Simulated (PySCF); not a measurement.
## Dipole moment and polarisability of `O=CO/C=C1\[CH2][GeH2][S]1`

Species: C4H6GeO2S.
Geometry (GFN2-xTB, Å), atoms numbered from 1 in this order:
```xyz
14
C4H6GeO2S angstrom
O      3.633   -0.278   -1.090
C      3.146    0.154   -0.089
O      1.856    0.215    0.215
C      0.940   -0.267   -0.709
C     -0.357   -0.219   -0.432
C     -1.000    0.318    0.817
Ge    -2.841   -0.084    0.187
S     -1.609   -0.806   -1.536
H      3.715    0.578    0.755
H      1.352   -0.664   -1.625
H     -0.764    1.373    0.966
H     -0.668   -0.225    1.703
H     -3.635   -1.163    0.891
H     -3.768    1.068   -0.141
```

Level: CAM-B3LYP/def2-SVPD (PySCF), static field, nuclei fixed, core orbitals frozen in the response. The polarisability tensor in these axes (au):

```
x   155.38   2.11  -6.41
y     2.11  76.48   8.67
z    -6.41   8.67  91.98
```

**Question.** Give the principal values, the mean and the anisotropy Δα = √{½[(α1 − α2)² + (α2 − α3)² + (α1 − α3)²]}.

**Answer.** Principal values 72.35, 95.46 and 156.05 au; mean 107.95 au = 16.00 Å³ = 17.80 × 10⁻⁴⁰ C²·m²/J; Δα = 74.87 au (69 % of the mean).

**Question.** What is the dipole moment, and where does it point?

**Answer.** (-2.49, 1.28, 3.10) D, 4.18 D in size, pointing from the negative to the positive side. Measured along this direction, the outermost atoms are O1 at the negative end and H13 and H14 at the positive end.

**Question.** In TDDFT the mean static polarisability is Σ f/ω² over all singlet excitations (ω in hartree). How much of it do the 8 lowest give? Their energies (eV) and oscillator strengths: 4.55, 0.0028; 4.97, 0.0013; 5.34, 0.4350; 5.80, 0.0028; 5.83, 0.0019; 6.36, 0.0222; 6.71, 0.0026; 6.77, 0.0734.

**Answer.** They add up to 13.18 au, 12.2 % of the 107.95 au; the largest single term is 11.30 au, from the state at 5.34 eV. Terms in order: 0.10, 0.04, 11.30, 0.06, 0.04, 0.41, 0.04, 1.19 au. Higher excitations give the rest. The strengths listed sum to 0.542.

**Question.** What depolarisation ratio follows for Rayleigh scattering of linearly polarised light, taking the static tensor?

**Answer.** ρ = 3Δα²/(45ᾱ² + 4Δα²) = 16815.1/(524401 + 22420.1) = 0.0308.

**Question.** Along which axes do the principal values lie, and how far do the nuclei extend along each?

**Answer.** Largest value along (1.00, 0.02, -0.10), where the nuclei span 7.44 Å; middle along (0.08, 0.42, 0.90), 3.25 Å; least along (-0.06, 0.91, -0.42), 2.46 Å. The response follows the extents in order.

**Question.** What molar refraction does this α imply?

**Answer.** Lorentz–Lorenz: R = (4π/3)N_A α = 2.5225 cm³/(mol·Å³) × 16.00 Å³ = 40.4 cm³/mol, in the limit of long wavelengths.

Geometry: GFN2-xTB, one conformer, isolated molecule. The calculation is non-relativistic, for germanium too.
